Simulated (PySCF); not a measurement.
CrO2Cl2, SMILES [O]=[Cr](=[O])([Cl])[Cl], multiplicity 1.

Geometry: PBE-D3(BJ)/def2-SVP. The spin state was assumed, not searched. The isomer is the one that the SMILES or the coordinates give; other isomers of the formula were not compared.

Method: TDA-PBE/def2-SVPD (PySCF).

Vertical excitations. Gas-phase values at a fixed geometry. State labels are in the subgroup C2v.

Computed UV-visible absorptions:
```
state  symmetry  energy (eV)  λ (nm)      f                            main pairs
-----  --------  -----------  ------  -----  ------------------------------------
S1           A2         2.59     479  0.000                     HOMO−1→LUMO 100 %
S2           B2         2.64     469  0.001                        HOMO→LUMO 93 %
S3           B1         2.95     420  0.007    HOMO→LUMO+1 51 %, HOMO−2→LUMO 45 %
S4           B2         3.17     391  0.001                    HOMO−2→LUMO+1 89 %
S5           A1         3.21     386  0.002                    HOMO−1→LUMO+1 82 %
S6           B1         3.33     373  0.043    HOMO→LUMO+1 47 %, HOMO−2→LUMO 40 %
S7           B2         3.36     369  0.000                      HOMO−3→LUMO 95 %
S8           A2         3.41     364  0.000                      HOMO→LUMO+2 99 %
S9           A1         3.55     349  0.000  HOMO−2→LUMO+2 74 %, HOMO−4→LUMO 25 %
S10          B2         3.56     348  0.001                    HOMO−1→LUMO+2 86 %
T1           B2         2.25     552      0                        HOMO→LUMO 98 %
T2           B1         2.35     528      0                      HOMO−2→LUMO 99 %
T3           A2         2.41     514      0                     HOMO−1→LUMO 100 %
T4           B1         2.79     444      0                      HOMO→LUMO+1 97 %
```
Triplets are in the Tamm–Dancoff approximation.
